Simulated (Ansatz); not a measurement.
`F[SiH](Cl)[NH][GeH2][Cl]` → `[NH][GeH2][Cl]`• + `F[SiH]Cl`•  (homolysis of the N–Si bond)

Program: Ansatz. Geometries: PBE0-D4/def2-TZVP. ΔE: electronic, gas phase. CBS: MP2 limit from def2 TZ/QZ plus the TZ coupled-cluster correction, frozen cores. This one scheme is used for every species. DFT in def2-TZVPP. B3LYP here is the variant with VWN-RPA as its local correlation; programs differ in this. No spin–orbit coupling; open shells (•) take unrestricted orbitals. For Ge outer-core shells are correlated without core-valence functions, which leaves a few kJ/mol of doubt a bond. Scalar relativity is left out up to krypton. Each species was taken in one conformer, which may not be the lowest.

`F[SiH](Cl)[NH][GeH2][Cl]`:

Z-matrix (Å, degrees):
```
Si
Cl 1 2.038
N 1 1.695 2 108.8
F 1 1.591 2 106.1 3 120.9
H 1 1.472 2 111.2 3 -123.5
Ge 3 1.831 1 129.6 2 22.3
H 3 1.010 1 116.1 2 -152.3
Cl 6 2.155 3 109.4 1 -89.7
H 6 1.531 3 108.1 1 154.8
H 6 1.526 3 109.6 1 28.0
```

`[NH][GeH2][Cl]`•:

Z-matrix (Å, degrees):
```
Ge
Cl 1 2.163
N 1 1.850 2 112.3
H 1 1.533 2 107.3 3 -118.8
H 1 1.532 2 107.3 3 118.8
H 3 1.025 1 110.5 2 0.1
```

`F[SiH]Cl`•:

Z-matrix (Å, degrees):
```
Si
F 1 1.595
Cl 1 2.044 2 108.5
H 1 1.491 2 107.3 3 -117.0
```

| level | ΔE (kcal/mol) | difference from CCSD(T)/CBS |
| --- | --- | --- |
| PBE-D4 | 113.7 | -9.8 |
| r2SCAN-D4 | 112.9 | -10.6 |
| PBE0-D4 | 116.2 | -7.3 |
| B3LYP-D4 | 115.2 | -8.3 |
| ωB97X-V | 120.7 | -2.8 |
| ωB97M-V | 122.4 | -1.1 |
| B2PLYP | 116.3 | -7.2 |
| PBE | 110.3 | -13.2 |
| r2SCAN | 112.0 | -11.5 |
| PBE0 | 113.2 | -10.3 |
| B3LYP | 109.8 | -13.7 |
| HF/def2-TZVPP | 92.0 | -31.5 |
| MP2/def2-TZVPP | 127.5 | 4.0 |
| SCS-MP2/def2-TZVPP | 124.5 | 1.0 |
| CCSD/def2-TZVPP | 118.2 | -5.3 |
| CCSD(T)/def2-TZVPP | 120.3 | -3.2 |
| HF/def2-QZVPP | 91.9 | -31.6 |
| MP2/def2-QZVPP | 129.3 | 5.8 |
| SCS-MP2/def2-QZVPP | 126.5 | 3.0 |
| HF/CBS(def2) | 91.9 | -31.6 |
| MP2/CBS(def2) | 130.7 | 7.2 |
| CCSD/CBS(def2) | 121.5 | -2.0 |
| CCSD(T)/CBS | 123.5 | 0 |

Largest T1 diagnostic among the species: 0.013.

From PBE to PBE0 (25 % exact exchange), in def2-TZVPP and without D4, ΔE moves by +2.9 kcal/mol. The D4 term adds +5.4 kcal/mol with B3LYP and +3.0 kcal/mol with PBE0; it sums over pairs of atoms, weighted by their polarisabilities, and B3LYP, whose exchange is more repulsive, gets the larger term. In def2-TZVPP, CCSD(T) changes the Hartree–Fock value by +28.3 kcal/mol (the triples alone add +2.1 kcal/mol) and MP2 by +35.5 kcal/mol; breaking electron pairs costs correlation energy, which Hartree–Fock lacks.
